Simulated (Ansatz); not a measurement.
Reaction (formal exchange of groups at the Si–O bond): `OCO[SiH3]` + `N=CS` → `N=C([SiH3])S` + `OCO`

Isolated molecules relaxed with PBE0-D4/def2-TZVP in Ansatz; ΔE leaves out vibrations. CCSD(T)/CBS adds triple-zeta CCSD(T) − MP2 to the extrapolated MP2 energy (def2 sets, frozen cores). This one scheme is used for every species. DFT in def2-TZVPP. B3LYP here is the variant with VWN-RPA as its local correlation; programs differ in this. Each species was taken in one conformer, which may not be the lowest.

CCSD(T)/CBS gives +81.5 kJ/mol.

(1) Another level gave +88.4 kJ/mol. Which?
A. PBE0/def2-TZVPP
B. B3LYP/def2-TZVPP
C. PBE-D4/def2-TZVPP
D. HF/def2-TZVPP

Largest T1 diagnostic among the species: 0.014.

Answers

(1) B. B3LYP 88.4, PBE0 78.9, PBE-D4 69.6, HF/def2-TZVPP 106.9 kJ/mol.

From PBE to PBE0 (25 % exact exchange), in def2-TZVPP and without D4, ΔE moves by +6.6 kJ/mol. In def2-TZVPP, CCSD(T) changes the Hartree–Fock value by −23.8 kJ/mol (the triples alone add −4.4 kJ/mol) and MP2 by −21.8 kJ/mol.
